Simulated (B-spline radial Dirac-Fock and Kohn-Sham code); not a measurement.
Z = 74 (tungsten), transition energy 56.8 keV. Calculated with a radial atomic solver, using a Dirac-Hartree-Slater potential of the neutral atom with a Latter tail (no hole, which puts coefficients of high multipoles low close above an edge), finite nucleus with surface currents. The K shell is not open to conversion at this energy. Subshells that would emit electrons below 1 keV are left out.

Question: A pure transition shows α(L) = 42400, L1/L2 = 0.0226 and L1/L3 = 0.0241. What is its multipolarity?
A. E2
B. M4
C. E3
D. M1
E. M3
F. M2
G. E4
H. E1

Answer: G. For comparison, α(L), L1/L2, L1/L3 are E1 0.258, 2.06, 1.70; E2 34.7, 0.0179, 0.0171; E3 1680, 0.0195, 0.0202; M1 3.31, 10.2, 83.5; M2 114, 10.4, 2.85; M3 4200, 8.20, 0.409; M4 117000, 6.56, 0.156.
